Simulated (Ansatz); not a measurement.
C$_{4}$H$_{13}$N$_{2}$OTa (`C[N]=[Ta]([CH3])([OH])[N](C)C`), relaxed with RKS PBE-D4/def2-SVP in Ansatz from a rough embedded geometry. The force threshold is 0.03 eV/Å; the program also tests the step.

Total charge 0; spin multiplicity 1. Ta takes the def2 core potential.

Start:

```xyz
21

C     1.443    1.799   -1.949
N     0.053    1.997   -1.473
Ta   -0.787    0.590   -0.382
C    -0.847   -1.430   -1.609
O    -2.777    1.114    0.118
N     0.356    0.251    1.448
C     1.352   -0.817    1.152
C    -0.588   -0.249    2.470
H     2.055    1.758   -1.090
H     1.483    0.938   -2.578
H     1.689    2.751   -2.543
H     0.188   -1.626   -1.950
H    -1.254   -2.131   -0.961
H    -1.488   -1.189   -2.514
H    -3.172    0.295    0.474
H     1.946   -0.990    2.041
H     1.989   -0.455    0.342
H     0.838   -1.715    0.820
H    -1.124   -1.102    2.092
H    -1.315    0.644    2.667
H    -0.038   -0.431    3.425
```

```tsv
step	energy (eV)	largest force (eV/Å)	largest move (Å)
1	-10921.2227	4.378	0.000
2	-10923.1011	1.611	0.194
3	-10923.5279	1.387	0.195
4	-10923.7513	0.576	0.192
5	-10923.9047	0.490	0.191
6	-10924.0199	0.598	0.197
7	-10924.1059	0.636	0.193
8	-10924.1832	0.545	0.194
9	-10924.2475	0.449	0.194
10	-10924.3015	0.405	0.195
11	-10924.3443	0.323	0.199
12	-10924.3773	0.609	0.196
13	-10924.3982	0.631	0.192
14	-10924.4175	0.544	0.130
15	-10924.4562	0.444	0.200
16	-10924.4753	0.240	0.075
17 (rejected)	-10924.4034	2.479	0.196
18	-10924.4991	0.177	0.098
19	-10924.5127	0.766	0.098
20	-10924.5344	0.372	0.150
21	-10924.5459	0.178	0.132
22	-10924.5581	0.147	0.086
23	-10924.5601	0.145	0.100
24	-10924.5619	0.035	0.038
25	-10924.5622	0.031	0.029
26	-10924.5624	0.017	0.023
```

End:

```xyz
21

C     1.453    1.832   -2.140
N     0.511    1.131   -1.333
Ta   -0.761    0.340   -0.350
C    -1.364   -1.377   -1.560
O    -2.338    1.402    0.031
N     0.180   -0.425    1.248
C     1.596   -0.439    1.580
C    -0.649   -0.992    2.308
H     2.449    1.896   -1.643
H     1.613    1.325   -3.119
H     1.132    2.876   -2.359
H    -0.509   -2.036   -1.821
H    -2.116   -1.993   -1.015
H    -1.828   -1.045   -2.514
H    -2.667    2.298   -0.141
H     1.804    0.131    2.518
H     2.186    0.012    0.760
H     1.963   -1.480    1.742
H    -0.395   -2.061    2.501
H    -1.727   -0.957    2.036
H    -0.532   -0.439    3.271
```

Run time 64 s (4 threads of an AMD EPYC 7R13 on a shared host and a share of an NVIDIA H100 80 GB); peak host memory 0.88 GiB.
